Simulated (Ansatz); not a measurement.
Two isomers of CH9BSi3: A = `C[SiH2][SiH]1B[SiH2]1`, B = `[SiH3][Si]1([SiH3])BC1`.

Gas-phase electronic energies from Ansatz, PBE0-D4/def2-TZVP geometries. CBS: MP2 limit from def2 TZ/QZ plus the TZ coupled-cluster correction, frozen cores. DFT in def2-TZVPP. B3LYP here is the variant with VWN-RPA as its local correlation; programs differ in this. One conformer a species, not always the lowest.

Task: Which isomer does CCSD(T)/CBS put lower? Give the gap. (Estimate.)

Result: Computed: A, by 4.6 kcal/mol.

Task: Give E(B) − E(A) in kcal/mol with MP2/def2-TZVPP, B3LYP, PBE-D4, B2PLYP, r2SCAN-D4, CCSD(T)/def2-TZVPP, B3LYP-D4. (Estimate.)

Result: The calculation gave: MP2/def2-TZVPP 4.9, B3LYP 2.6, PBE-D4 5.4, B2PLYP 3.5, r2SCAN-D4 4.5, CCSD(T)/def2-TZVPP 4.6, B3LYP-D4 3.2. None reverses the order clearly.

Largest T1 diagnostic: 0.015.

In def2-TZVPP, CCSD(T) changes the Hartree–Fock value by +6.6 kcal/mol (the triples alone add +1.1 kcal/mol) and MP2 by +6.9 kcal/mol.
